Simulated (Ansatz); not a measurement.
Relaxation of BrClF3H3NTa (10 atoms, charge 0, multiplicity 1), to a largest force component of 0.03 eV/Å in at most 50 steps.

The calculation used RKS PBE/def2-SVP in Ansatz 0.2.0.

```xyz
10
Properties=species:S:1:pos:R:3
Ta -0.595 -0.472 0.250
Cl 2.838 0.806 0.388
F -0.458 -0.013 2.083
F -0.130 -0.550 -1.585
N -0.688 1.473 -0.047
H -0.702 2.157 0.716
H -0.518 1.916 -0.958
F -2.341 -1.132 0.205
Br 1.010 -2.503 0.692
H 2.905 -0.518 0.581
```

Q: Where does it end, and by what steps?

A: It converged. After 14 steps the energy has fallen by 0.129 eV; Cl2 moved furthest, 0.51 Å. Joined: Ta1–Cl2 (3.67 → 2.87 Å).

```
step  energy less start (eV)  largest force component (eV/Å)  accepted
   0                  0.0000                           0.927       yes
   1                 -0.0313                           0.682       yes
   2                 -0.0607                           0.567       yes
   3                 -0.0575                           0.391        no
   4                 -0.0732                           0.100       yes
   5                 -0.0847                           0.202       yes
   6                 -0.1030                           0.334       yes
   7                 -0.1058                           0.277       yes
   8                 -0.1222                           0.246       yes
   9                 -0.1086                           0.341        no
  10                 -0.1279                           0.034       yes
  11                 -0.1281                           0.149       yes
  12                 -0.1288                           0.050       yes
  13                 -0.1290                           0.032       yes
  14                 -0.1292                           0.028       yes
```

```xyz
10
Properties=species:S:1:pos:R:3
Ta -0.323 -0.368 0.262
Cl 2.399 0.542 0.378
F -0.249 0.109 2.096
F 0.089 -0.435 -1.588
N -0.710 1.548 -0.056
H -0.825 2.244 0.690
H -0.672 1.998 -0.978
F -2.009 -1.179 0.227
Br 1.087 -2.521 0.709
H 2.534 -0.773 0.584
```

Whether the end is a true minimum wasn't checked by a vibrational analysis.

Time of the run: 51 s on 4 threads of Arm Neoverse V1, with other jobs on the host, peak memory 0.26 GiB.
